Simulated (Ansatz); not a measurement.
Computed with Ansatz on PBE0-D4/def2-TZVP structures; ΔE is electronic, products minus reactants. CCSD(T)/CBS adds triple-zeta CCSD(T) − MP2 to the extrapolated MP2 energy (def2 sets, frozen cores). Functionals use def2-TZVPP. Elements past krypton have def2 core potentials. For Sn outer-core shells are correlated without core-valence functions, which leaves a few kJ/mol of doubt a bond. Each species was taken in one conformer, which may not be the lowest.

Consider the redistribution: `C[CH2][Al]([CH3])[Cl]` + `CC1=[N+](C)[Sn-]([CH3])[N]1C` → `CC1=[N+](C)[Al-]([CH3])([Cl])[N]1C` + `C[CH2][Sn][CH3]`.

```csv
level,ΔE (kJ/mol)
r2SCANh-D4,-56.3
r2SCAN0-D4,-60.4
CAM-B3LYP,-57.4
CCSD/def2-TZVPP,-63.1
```

Q: What does CCSD(T)/CBS give? (Best estimate.)

A: Ansatz gave: -52.1 kJ/mol. The listed levels differ from it by -4.2, -8.3, -5.3, -11.0 kJ/mol.

Largest T1 diagnostic among the species: 0.015.

From BLYP to BHLYP (50 % exact exchange), in def2-TZVPP and without D4, ΔE moves by −17.8 kJ/mol. At CCSD(T), def2-SVP lies −6.7 kJ/mol from the extrapolated value and def2-TZVPP −6.1 kJ/mol. In def2-TZVPP, CCSD(T) changes the Hartree–Fock value by +16.0 kJ/mol (the triples alone add +4.8 kJ/mol) and MP2 by +20.8 kJ/mol.

CCSD(T)/CBS has its own doubt, a few kJ/mol and more with outer-core shells, so smaller differences from it don't rank the levels.
